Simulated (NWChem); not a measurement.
System: BGeH₃ClF; SMILES F[B](Cl)[GeH3]

The following NWChem deck was run.

```
start job
memory heap 200 mb stack 900 mb global 1100 mb
geometry units angstroms
  B     -0.429789    -0.681351     0.057624
  Cl     0.599247    -1.919287    -0.645551
  F     -1.553716    -1.081717     0.612391
  Ge     0.124721     1.317194     0.002991
  H     -0.920267     2.222909     0.677056
  H      1.477171     1.495937     0.716430
  H      0.303756     1.762053    -1.459914
end
basis spherical
  * library 3-21g
end
dft
  xc hfexch
  iterations 150
end
driver
  maxiter 120
end
task dft optimize
task dft freq
```

Output (shortened):

```
             Northwest Computational Chemistry Package (NWChem) 7.3.0
             --------------------------------------------------------

 CS  symmetry detected

                             Geometry "geometry" -> ""
                             -------------------------

 Output coordinates in angstroms (scale by  1.889725989 to convert to a.u.)

  No.       Tag          Charge          X              Y              Z
 ---- ---------------- ---------- -------------- -------------- --------------
    1 B                    5.0000    -0.45362511    -0.69772369     0.00000000
    2 Cl                  17.0000     0.73998378    -1.98658115     0.00000000
    3 F                    9.0000    -1.71996684    -1.05500493     0.00000000
    4 Ge                  32.0000     0.13282056     1.29243452     0.00000000
    5 H                    1.0000    -1.07309661     2.24765236     0.00000000
    6 H                    1.0000     0.99547079     1.57499270     1.24340003
    7 H                    1.0000     0.99547079     1.57499270    -1.24340003

 Effective nuclear repulsion energy (a.u.)     299.4022090963

      Symmetry information
      --------------------

 Group name             Cs
 Group number              2
 Group order               2
 No. of unique centers     6

                                Z-matrix (autoz)
                                --------

 Units are Angstrom for bonds and degrees for angles

[...]

      ----------------------
      Optimization converged
      ----------------------

  Step       Energy      Delta E   Gmax     Grms     Xrms     Xmax
  ---- ---------------- -------- -------- -------- -------- --------
@    7   -2647.90042260 -8.2D-08  0.00003  0.00001  0.00047  0.00126
                                     ok       ok       ok       ok

                                Z-matrix (autoz)
                                --------

 Units are Angstrom for bonds and degrees for angles

[...]

 Rotational Constants
 --------------------
 A=   0.190972 cm-1  (  0.274760 K)
 B=   0.054776 cm-1  (  0.078809 K)
 C=   0.043259 cm-1  (  0.062238 K)

 Temperature                      =   298.15K
 frequency scaling parameter      =   1.0000

 Zero-Point correction to Energy  =   20.066 kcal/mol  (  0.031977 au)
 Thermal correction to Energy     =   23.769 kcal/mol  (  0.037879 au)
 Thermal correction to Enthalpy   =   24.361 kcal/mol  (  0.038822 au)

 Total Entropy                    =   80.814 cal/mol-K
   - Translational                =   40.743 cal/mol-K (mol. weight = 141.9219)
   - Rotational                   =   27.656 cal/mol-K (symmetry #  =        1)
   - Vibrational                  =   12.414 cal/mol-K

 Cv (constant volume heat capacity) =   18.574 cal/mol-K
   - Translational                  =    2.979 cal/mol-K
   - Rotational                     =    2.979 cal/mol-K
   - Vibrational                    =   12.616 cal/mol-K

[normal modes left out]

 ----------------------------------------------------------------------------
 Normal Eigenvalue ||           Projected Infra Red Intensities
  Mode   [cm**-1]  || [atomic units] [(debye/angs)**2] [(KM/mol)] [arbitrary]
 ------ ---------- || -------------- ----------------- ---------- -----------
    1       -0.000 ||    0.000240           0.006         0.234       0.036
    2       -0.000 ||    0.000012           0.000         0.012       0.002
    3       -0.000 ||    0.000175           0.004         0.171       0.026
    4       -0.000 ||    0.000406           0.009         0.396       0.061
    5        0.000 ||    0.000026           0.001         0.025       0.004
    6        0.000 ||    0.000307           0.007         0.299       0.046
    7       47.036 ||    0.000000           0.000         0.000       0.000
    8      162.705 ||    0.002718           0.063         2.650       0.407
    9      276.354 ||    0.022190           0.512        21.631       3.321
   10      360.408 ||    0.043900           1.013        42.796       6.570
   11      436.618 ||    0.014031           0.324        13.678       2.100
   12      563.882 ||    0.047146           1.088        45.961       7.055
   13      638.632 ||    0.004449           0.103         4.337       0.666
   14      862.419 ||    0.408097           9.415       397.833      61.071
   15      905.331 ||    0.073384           1.693        71.539      10.982
   16      945.987 ||    0.076057           1.755        74.144      11.382
   17      952.890 ||    0.087265           2.013        85.070      13.059
   18     1433.328 ||    0.201225           4.642       196.164      30.113
   19     2147.537 ||    0.171680           3.961       167.362      25.692
   20     2147.696 ||    0.189109           4.363       184.353      28.300
   21     2162.350 ||    0.060863           1.404        59.333       9.108
 ----------------------------------------------------------------------------
```

Level: Hartree-Fock/3-21G.
